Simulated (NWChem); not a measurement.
System: BCl

Input file for NWChem:

```
start job
memory heap 200 mb stack 900 mb global 1100 mb
geometry units angstroms noautosym nocenter noautoz
  B      0.000000     0.000000    -1.290223
  Cl     0.000000     0.000000     0.429027
end
basis spherical
  * library pcsseg-1
end
dft
  xc bhlyp
  iterations 150
end
property
  shielding
  efieldgrad
end
task dft property
```

Output (shortened):

```
             Northwest Computational Chemistry Package (NWChem) 7.3.0
             --------------------------------------------------------

                             Geometry "geometry" -> ""
                             -------------------------

 Output coordinates in angstroms (scale by  1.889725989 to convert to a.u.)

  No.       Tag          Charge          X              Y              Z
 ---- ---------------- ---------- -------------- -------------- --------------
    1 B                    5.0000     0.00000000     0.00000000    -1.29022300
    2 Cl                  17.0000     0.00000000     0.00000000     0.42902700

 Effective nuclear repulsion energy (a.u.)      26.1626093733

                              NWChem Property Module
                              ----------------------

  itol2e modified to match energy
  convergence criterion.

                                 NWChem DFT Module
                                 -----------------

 Summary of "ao basis" -> "ao basis" (spherical)
 ------------------------------------------------------------------------------
       Tag                 Description            Shells   Functions and Types
 ---------------- ------------------------------  ------  ---------------------
 B                          pcsseg-1                 7       17   3s3p1d
 Cl                         pcsseg-1                10       24   4s5p1d

  itol2e modified to match energy
  convergence criterion.

            General Information
            -------------------
          SCF calculation type: DFT
          Wavefunction type:  closed shell.
          No. of atoms     :     2
          No. of electrons :    22
           Alpha electrons :    11
            Beta electrons :    11
          Charge           :     0
          Spin multiplicity:     1
          Use of symmetry is: off; symmetry adaption is: off
          Maximum number of iterations: 150
          AO basis - number of functions:    41
                     number of shells:    17
          Convergence on energy requested:  1.00D-07
          Convergence on density requested:  1.00D-05
          Convergence on gradient requested:  5.00D-04

              XC Information
              --------------
                        BHLYP Method XC Functional
                     Hartree-Fock (Exact) Exchange  0.500
                        Slater Exchange Functional  0.500 local
                    Becke 1988 Exchange Functional  0.500 non-local
              Lee-Yang-Parr Correlation Functional  1.000

             Grid Information
             ----------------
          Grid used for XC integration:  fine
          Radial quadrature: Mura-Knowles
          Angular quadrature: Lebedev.
          Tag              B.-S. Rad. Rad. Pts. Rad. Cut. Ang. Pts.
          ---              ---------- --------- --------- ---------
          B                   0.85       70           7.0       590
          Cl                  1.00      123           8.0       770
          Grid pruning is: on
          Number of quadrature shells:   193
          Spatial weights used:  Erf1

      Superposition of Atomic Density Guess
      -------------------------------------

 Sum of atomic energies:        -483.96455388

      Non-variational initial energy
      ------------------------------

[...]

          -----------------------------------------
          Chemical Shielding Tensors (GIAO, in ppm)
          -----------------------------------------

                                NWChem CPHF Module
                                ------------------

  scftype          =     RHF
  nclosed          =       11
  nopen            =        0
  variables        =      330
  # of vectors     =        3
  tolerance        = 0.10D-03
  level shift      = 0.00D+00
  max iterations   =       50
  max subspace     =       30

 SCF residual:    1.1289567148385773E-004

Iterative solution of linear equations
  No. of variables      330
  No. of equations        3
  Maximum subspace       30
        Iterations       50
       Convergence  1.0D-04

   iter   nsub   residual    time
   ----  ------  --------  ---------
     1      3    1.45D+00       3.8
     2      6    2.53D-01       4.3
     3      9    2.60D-02       4.9
     4     12    1.73D-03       5.5
     5     15    1.47D-04       6.0
     6     18    9.68D-06       6.6

      Atom:    1  B
        Diamagnetic
    185.1074     -0.0000     -0.0000
     -0.0000    185.1074      0.0000
     -0.0000      0.0000    211.2860

        Paramagnetic
   -341.9538     -0.0000     -0.0000
     -0.0000   -341.9538      0.0000
     -0.0000      0.0000      0.0000

        Total Shielding Tensor
   -156.8464     -0.0000     -0.0000
     -0.0000   -156.8464      0.0000
     -0.0000      0.0000    211.2860

           isotropic =     -34.1356
          anisotropy =     368.1323

          Principal Components and Axis System
                 1           2           3
              211.2860   -156.8464   -156.8464

      1        -0.0000      0.6940      0.7200
      2         0.0000      0.7200     -0.6940
      3         1.0000     -0.0000      0.0000

      Atom:    2  Cl
        Diamagnetic
   1148.6598     -0.0000      0.0000
     -0.0000   1148.6598     -0.0000
      0.0000     -0.0000   1149.9471

        Paramagnetic
  -1331.8726      0.0000     -0.0000
      0.0000  -1331.8726      0.0000
     -0.0000      0.0000     -0.0000

        Total Shielding Tensor
   -183.2128      0.0000     -0.0000
      0.0000   -183.2128      0.0000
     -0.0000      0.0000   1149.9471

           isotropic =     261.1739
          anisotropy =    1333.1599

          Principal Components and Axis System
                 1           2           3
             1149.9471   -183.2128   -183.2128

      1        -0.0000     -0.6520      0.7583
      2         0.0000      0.7583      0.6520
      3         1.0000     -0.0000      0.0000
```

Level: BHandHLYP/pcSseg-1, GIAO. Geometry: optimised at PBE0/def2-SVP. NWChem prints the field gradient with the sign opposite to the second derivative of the potential. The printed shielding anisotropy is the first printed principal value minus the mean of the other two.
